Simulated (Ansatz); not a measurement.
Al₁₂, relaxed as a singlet with RKS PBE-D4/def2-SVP in Ansatz, starting from a model built from a lattice or polyhedron. Force threshold 0.03 eV/Å.

The restricted singlet is unstable towards broken spin symmetry in Hartree–Fock (as tested in another run); at PBE-D4/def2-SVP this wasn't settled.

Start:

Cartesian coordinates in Å:
```
Al -2.585 -2.481 3.408
Al -1.778 -0.955 1.282
Al -3.620 0.176 -0.403
Al -2.775 1.703 -2.526
Al 0.088 -2.106 2.972
Al 0.938 -0.571 0.838
Al -0.935 0.560 -0.839
Al -0.102 2.114 -2.980
Al 2.749 -1.725 2.556
Al 3.607 -0.170 0.399
Al 1.795 0.950 -1.283
Al 2.619 2.505 -3.424
```

```csv
step,energy (eV),largest force component (eV/Å),SCF passes
1,-79094.7768,0.780,104
2,-79095.5407,0.332,35
3,-79095.8473,0.288,32
4,-79096.0061,0.203,30
5,-79096.1092,0.220,30
6,-79096.1900,0.229,26
7,-79096.2580,0.171,26
8,-79096.3112,0.091,26
9,-79096.3550,0.059,30
10,-79096.4209,0.129,31
11,-79096.5286,0.259,32
12,-79096.6930,0.283,32
13,-79097.1132,0.571,40
14,-79097.7228,0.477,37
15,-79098.0745,0.312,32
16,-79098.3204,0.240,32
17,-79098.5419,0.201,33
18,-79098.6044,0.258,32
19,-79098.6416,0.084,30
20,-79098.6537,0.077,30
21,-79098.6579,0.047,25
22,-79098.6621,0.074,26
23,-79098.6806,0.143,31
24,-79098.6932,0.141,26
25 (rejected),-79098.6875,0.260,27
26,-79098.7043,0.032,26
27,-79098.7073,0.031,26
28,-79098.7089,0.049,26
29,-79098.7099,0.018,27
```

Force components are those of the run's own axes.

End:

```xyz
12

Al   -2.0503   -1.6781    1.8805
Al   -0.2324    0.4115    1.8325
Al   -2.0452   -0.3602   -0.2842
Al   -2.0460    0.5572   -2.7085
Al    0.0532   -2.0078    3.1692
Al    0.2429   -1.8075    0.2704
Al   -0.4957    1.8048   -0.2949
Al   -0.1251    2.2234   -3.0171
Al    2.3143   -1.3804    2.1375
Al    1.9978    0.5070    0.3838
Al    0.4598   -0.3291   -1.7513
Al    1.9267    2.0593   -1.6179
```

Bonds lost: Al4–Al7, Al6–Al7 (atoms count from 1). Bonds formed: Al1–Al3, Al1–Al6, Al2–Al10, Al3–Al6, Al3–Al11, Al4–Al11, Al7–Al10, Al7–Al12 (atoms count from 1).

No frequencies were taken in this run, so the end may be a saddle point.

It took 4.2 min on 4 threads of Intel Xeon on a shared host.
